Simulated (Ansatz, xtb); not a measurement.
CHGaN+: which of two structures lies lower

Structure X is a singlet given by its coordinates and structure Y is a singlet given by its coordinates. Both are gas-phase species (loosely bound parts included), relaxed with PBE0-D3(BJ)/pcseg-1.

X (Å):

```yaml
atoms:
  - { symbol: C, position_ang: [0.0000, 0.0000, -0.9023] }
  - { symbol: Ga, position_ang: [0.0000, 0.0000, 2.6413] }
  - { symbol: N, position_ang: [0.0000, 0.0000, 0.2461] }
  - { symbol: H, position_ang: [0.0000, 0.0000, -1.9851] }
```

Close contacts (Å): C1–N3 1.15, Ga2–N3 2.40, C1–H4 1.08.

Y (Å):

```xyz
4

C     0.0000    0.0000   -0.1941
Ga    0.0000    0.0000   -2.7391
N     0.0000    0.0000    0.9610
H     0.0000    0.0000    1.9722
```

Close contacts (Å): C1–Ga2 2.55, C1–N3 1.16, N3–H4 1.01.

Energies in hartree; the thermal terms are from PBE0-D3(BJ)/pcseg-1 harmonic frequencies (ideal gas, rigid rotor, one conformer each, 298.15 K, 1 atm) and include the zero-point energy:

|  | X | Y |
| --- | --- | --- |
| E, CCSD(T)/def2-TZVPP | −2016.512505 | −2016.490697 |
| zero-point energy | 0.017594 | 0.017547 |
| H(298 K) − E | 0.023011 | 0.023040 |
| G(298 K) − E | −0.008221 | −0.008269 |

Q: Work out ΔE, ΔE₀, ΔH and ΔG for X → Y in kJ/mol (1 Eh = 2625.50 kJ/mol) and the equilibrium ratio [Y]/[X].

A: 1. ΔE = −2016.490697 − (−2016.512505) = +0.021808 Eh = +57.26 kJ/mol.
2. ΔE₀ = ΔE + ΔZPE = +0.021808 + (−0.000047) Eh = +57.13 kJ/mol.
3. ΔH = ΔE + (+0.000029) Eh = +57.33 kJ/mol.
4. ΔG = ΔE + (−0.000048) Eh = +57.13 kJ/mol, so ΔS = (ΔH − ΔG)/T = +0.7 J/(mol K).
5. kT = 0.9442 mEh, so K = [Y]/[X] = exp(−ΔG/kT) = exp(−23.05) ≈ 9.8 × 10^−11.

Structure X is favoured at this temperature. An error of 4 kJ/mol in ΔG would change K by a factor of 5. Mirror images and further conformers aren't counted.

Other levels gave ΔE = +57.0 (PBE0-D3(BJ)/pcseg-1); +51.6 (HF/def2-TZVPP); +66.1 (MP2/def2-TZVPP) kJ/mol. The correlated steps freeze 11 core orbitals; the filled d shell of Ga is correlated, in a basis made for valence electrons. Programs: Ansatz 0.2.0.
